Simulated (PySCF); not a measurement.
## Computed vibrations of TmF3(H2O)

TmF3(H2O) (singlet in the valence; each metal's 4f electrons, 12 of them, lie in its core potential, out of spins and levels). PySCF 2.14.0, RKS PBE0, Tm lcecp-1-SVP with ECP58, F def2-SVP, O def2-SVP, H def2-SVP; non-relativistic Hamiltonian with scalar-relativistic core potentials where named; density fitting; no spin-orbit coupling. Central differences of gradients.

```xyz
7

Tm    0.0564   -0.0550    0.0550
F     1.0273    1.3628    1.0705
F    -1.3039   -1.0840    1.0840
F     1.0273   -1.0705   -1.3628
O    -1.2834    1.3141   -1.3141
H    -1.6223    2.1900   -1.0902
H    -1.6223    1.0902   -2.1900
```

Run from Python with OMP_NUM_THREADS=2. Where DIIS fails, smearing, a level shift and second-order steps follow.
It took 91 s on 2 threads of Arm Neoverse V1 (shared host).

(1) What are the harmonic wavenumbers and infrared intensities?

(2) Is this a minimum?

An lcecp potential fixes the number of 4f electrons, so in runs with it no electron can move into or out of that shell.

Answers

(1) Modes are labelled in Cs; negative numbers are unstable modes, those under 60 cm⁻¹ near the noise; a finer grid moves soft modes by up to 10 cm⁻¹.
```tsv
cm⁻¹	km/mol	symmetry
-13	–	a''
44	29.6	a'
92	2.7	a''
94	58.1	a'
122	13.8	a'
144	10.4	a''
231	263.8	a'
315	11.9	a'
473	36.1	a''
570	140.5	a'
570	180.8	a''
578	30.8	a'
1616	95.7	a'
3852	133.1	a'
3946	209.7	a''
```

(2) Yes, within the noise of the softest modes.
